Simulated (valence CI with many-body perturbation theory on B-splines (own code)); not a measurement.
# Level structure of Sn45+

Method: configuration interaction combined with many-body perturbation theory (CI+MBPT): three valence electrons over a frozen Dirac-Fock core [He], a basis of 11 s, 11 p, 9 d, 7 f, 5 g, 2 h, 1 i functions for each j, with the one-electron correlation potential Σ1, the two-electron term Σ2, the three-electron term Σ3, Breit, model QED; selected CI, second order for the rest (own B-spline code, finite nucleus).

No measured spectrum was set against this ion. As an estimate, large intervals hold to a few tenths of a per cent, small ones and those within an open d or f shell to about a per cent.

Levels 1 to 45 of 100, with energies above the lowest level, (2s^2 2p1/2) J=1/2. "Leading %" is the weight of the configuration and term that name the level; weights of strongly mixed levels are sums over their largest components and can fall short. In the jj column 3d3/2^4 stands for four electrons in 3d with j = 3/2. Lifetimes count E1, E2, E3, M1 and M2 decay at the calculated energies, and are blank where another channel may lead or the interval is too uncertain; long ones can be off by a factor of two.

| No. | Configuration | Term | J | E (Ry) | Leading % | Leading jj | Second component | Lifetime |
| --- | --- | --- | --- | --- | --- | --- | --- | --- |
| 1 | 2s²2p | ²P° | 1/2 | 0.00 | 100 | 2s^2 2p1/2 (100 %) |  |  |
| 2 | 2s2p² | ⁴P | 1/2 | 10.68 | 62 | 2s 2p1/2^2 (97 %) | 26 % 2s2p² ²S | 141 ps |
| 3 | 2s²2p | ²P° | 3/2 | 18.80 | 98 | 2s^2 2p3/2 (98 %) |  | 5.34 ns |
| 4 | 2s2p² | ⁴P | 3/2 | 26.27 | 93 | 2s 2p1/2 2p3/2 (99 %) | 5 % 2s2p² ²D | 557 ps |
| 5 | 2s2p² | ²D | 5/2 | 28.42 | 54 | 2s 2p1/2 2p3/2 (98 %) | 46 % 2s2p² ⁴P | 298 ps |
| 6 | 2s2p² | ²D | 3/2 | 31.80 | 68 | 2s 2p1/2 2p3/2 (99 %) | 31 % 2s2p² ²P | 2.59 ps |
| 7 | 2s2p² | ²P | 1/2 | 31.91 | 72 | 2s 2p1/2 2p3/2 (96 %) | 25 % 2s2p² ⁴P | 1.93 ps |
| 8 | 2p³ | ²P° | 3/2 | 43.37 | 44 | 2p1/2^2 2p3/2 (98 %) | 29 % 2p³ ⁴S° | 2.91 ps |
| 9 | 2s2p² | ⁴P | 5/2 | 46.41 | 54 | 2s 2p3/2^2 (98 %) | 46 % 2s2p² ²D | 11.9 ps |
| 10 | 2s2p² | ²S | 1/2 | 51.36 | 70 | 2s 2p3/2^2 (98 %) | 16 % 2s2p² ²P | 2.34 ps |
| 11 | 2s2p² | ²P | 3/2 | 51.44 | 67 | 2s 2p3/2^2 (98 %) | 27 % 2s2p² ²D | 1.39 ps |
| 12 | 2p³ | ⁴S° | 3/2 | 60.09 | 54 | 2p1/2 2p3/2^2 (99 %) | 46 % 2p³ ²D° | 1.58 ps |
| 13 | 2p³ | ²D° | 5/2 | 61.44 | 100 | 2p1/2 2p3/2^2 (100 %) |  | 1.87 ps |
| 14 | 2p³ | ²P° | 1/2 | 64.02 | 100 | 2p1/2 2p3/2^2 (100 %) |  | 1.33 ps |
| 15 | 2p³ | ²P° | 3/2 | 81.13 | 55 | 2p3/2^3 (99 %) | 28 % 2p³ ²D° | 1.07 ps |
| 16 | 2s²3s | ²S | 1/2 | 320.70 | 97 | 2s^2 3s (97 %) |  | 20.9 fs |
| 17 | 2s²3p | ²P° | 1/2 | 324.45 | 95 | 2s^2 3p1/2 (95 %) |  | 479 fs |
| 18 | 2s2p3s | ⁴P° | 1/2 | 328.03 | 87 | 2s 2p1/2 3s (98 %) | 9 % 2s2p3s ²P° | 23.0 fs |
| 19 | 2s2p3s | ⁴P° | 3/2 | 328.86 | 45 | 2s 2p1/2 3s (71 %) | 28 % 2s²3p ²P° | 29.2 fs |
| 20 | 2s²3p | ²P° | 3/2 | 330.47 | 69 | 2s^2 3p3/2 (69 %) | 21 % 2s2p3s ⁴P° | 53.1 fs |
| 21 | 2s2p3s | ²P° | 1/2 | 330.59 | 94 | 2s 2p1/2 3s (97 %) | 5 % 2s2p3s ⁴P° | 30.4 fs |
| 22 | 2s2p3p | ⁴D | 1/2 | 331.20 | 72 | 2s 2p1/2 3p1/2 (100 %) | 20 % 2s2p3p ²P | 29.4 fs |
| 23 | 2s2p3p | ⁴D | 3/2 | 332.31 | 34 | 2s 2p1/2 3p1/2 (75 %) | 24 % 2s²3d ²D | 4.08 fs |
| 24 | 2s²3d | ²D | 3/2 | 333.16 | 74 | 2s^2 3d3/2 (74 %) | 12 % 2s2p3p ⁴D | 6.19 fs |
| 25 | 2s2p3p | ⁴P | 1/2 | 334.32 | 52 | 2s 2p1/2 3p1/2 (98 %) | 27 % 2s2p3p ²S | 23.2 fs |
| 26 | 2s²3d | ²D | 5/2 | 334.53 | 97 | 2s^2 3d5/2 (97 %) |  | 3.18 fs |
| 27 | 2s2p3p | ⁴P | 3/2 | 337.33 | 30 | 2s 2p1/2 3p3/2 (100 %) | 26 % 2s2p3p ⁴D | 25.1 fs |
| 28 | 2s2p3p | ²P | 1/2 | 338.34 | 38 | 2s 2p1/2 3p3/2 (84 %) | 15 % 2s2p3p ⁴P | 8.35 fs |
| 29 | 2s2p3p | ⁴D | 5/2 | 338.74 | 51 | 2s 2p1/2 3p3/2 (96 %) | 30 % 2s2p3p ²D | 185 fs |
| 30 | 2s2p3p | ²D | 3/2 | 338.97 | 47 | 2s 2p1/2 3p3/2 (98 %) | 18 % 2s2p3p ⁴S | 10.9 fs |
| 31 | 2s2p3d | ⁴F° | 3/2 | 339.52 | 74 | 2s 2p1/2 3d3/2 (99 %) | 12 % 2s2p3d ²D° | 13.4 fs |
| 32 | 2s2p3d | ⁴F° | 5/2 | 340.82 | 60 | 2s 2p1/2 3d3/2 (84 %) | 16 % 2s2p3d ²F° | 12.5 fs |
| 33 | 2s2p3d | ⁴D° | 1/2 | 341.69 | 56 | 2s 2p1/2 3d3/2 (90 %) | 30 % 2s2p3d ²P° | 1.92 fs |
| 34 | 2s2p3d | ⁴P° | 5/2 | 341.81 | 40 | 2s 2p1/2 3d5/2 (90 %) | 24 % 2s2p3d ⁴D° | 3.32 fs |
| 35 | 2s2p3d | ⁴D° | 3/2 | 341.84 | 35 | 2s 2p1/2 3d3/2 (89 %) | 22 % 2s2p3d ⁴P° | 2.53 fs |
| 36 | 2p²3s | ⁴P | 1/2 | 342.36 | 45 | 2p1/2^2 3s (84 %) | 22 % 2p²3s ²S | 22.0 fs |
| 37 | 2s2p3d | ⁴F° | 7/2 | 342.99 | 44 | 2s 2p1/2 3d5/2 (98 %) | 31 % 2s2p3d ²F° | 3.57 fs |
| 38 | 2s2p3d | ²D° | 3/2 | 343.75 | 45 | 2s 2p1/2 3d5/2 (87 %) | 39 % 2s2p3d ²P° | 3.51 fs |
| 39 | 2s2p3d | ²F° | 5/2 | 343.76 | 58 | 2s 2p1/2 3d5/2 (93 %) | 16 % 2s2p3d ²D° | 3.51 fs |
| 40 | 2p²3p | ⁴D° | 1/2 | 344.98 | 38 | 2p1/2^2 3p1/2 (89 %) | 37 % 2p²3p ²P° | 32.9 fs |
| 41 | 2s2p3s | ⁴P° | 5/2 | 346.83 | 99 | 2s 2p3/2 3s (99 %) |  | 35.7 fs |
| 42 | 2s2p3s | ²P° | 3/2 | 348.03 | 79 | 2s 2p3/2 3s (99 %) | 20 % 2s2p3s ⁴P° | 18.4 fs |
| 43 | 2p²3p | ²P° | 3/2 | 350.87 | 30 | 2p1/2^2 3p3/2 (91 %) | 22 % 2p²3p ⁴D° | 11.7 fs |
| 44 | 2s2p3p | ⁴P | 3/2 | 350.92 | 48 | 2s 2p3/2 3p1/2 (99 %) | 23 % 2s2p3p ⁴S | 32.3 fs |
| 45 | 2s2p3p | ²D | 5/2 | 351.12 | 42 | 2s 2p3/2 3p1/2 (99 %) | 34 % 2s2p3p ⁴D | 13.7 fs |

The ionisation energy to 2s² ¹S0 of the next ion comes out as 7785.7 eV (NIST: 7790 ± 4 eV (theoretical)). All 100 levels together are meant to be complete up to 373.98 Ry.
